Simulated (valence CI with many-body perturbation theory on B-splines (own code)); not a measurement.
## V18+ in brief

Level of theory: relativistic CI+MBPT: three valence electrons over a frozen Dirac-Fock core [He], radial functions for each j: 11 s, 11 p, 10 d, 8 f, 5 g, 2 h, with the one-electron correlation potential Σ1, the two-electron term Σ2, the three-electron term Σ3, Breit, model QED; selected CI, second order for the rest, scaled by the run's own slope (own B-spline code, finite nucleus).

No measured spectrum was set against this ion. As an estimate, levels of excited configurations hold to 0.05 to 0.15 % of their energy, terms of the ground configuration to about 0.5 %.

Names give the largest LS component (configuration and term), which can be under half, so a name can repeat, a term be missing and a line seem to break the LS rules; names also repeat where a configuration has a term twice.

Rates and lifetimes use the calculated energies. Strong lines usually hold to 10 to 20 %, long lifetimes can be off by a factor of two.

**Question.** What is the ground level?

**Answer.** 2s2.2p 2P°_1/2, composition 98 % 2s2.2p 2P° + 2 % 2p3 2P°, g = 0.662.

**Question.** Where does the other parity begin?

**Answer.** At 2s.2p2 4P_1/2, 41.1 eV.

**Question.** Among levels below 1126.0 eV, which E1 lines absorb most strongly from the ground level?

**Answer.** to 2s2.3d 2D_3/2 at 1.555 nm, f = 0.664; to 2s2.4d 2D_3/2 at 1.189 nm, f = 0.124; to 2s.2p.3p 2P_1/2 at 1.514 nm, f = 0.109.

**Question.** How is the term 2P° of the ground level split?

**Answer.** J = 1/2 at 0.0, J = 3/2 at 8.5 eV.

**Question.** How well does LS coupling describe the low levels?

**Answer.** Among the lowest 20 levels the leading LS term, summed over configurations, holds 93 % on average. For single configurations the figures are 91 % in LS and 77 % in jj coupling. Terms mix most in the J = 1/2 level at 97.8 eV, where the leading one holds 50 %.
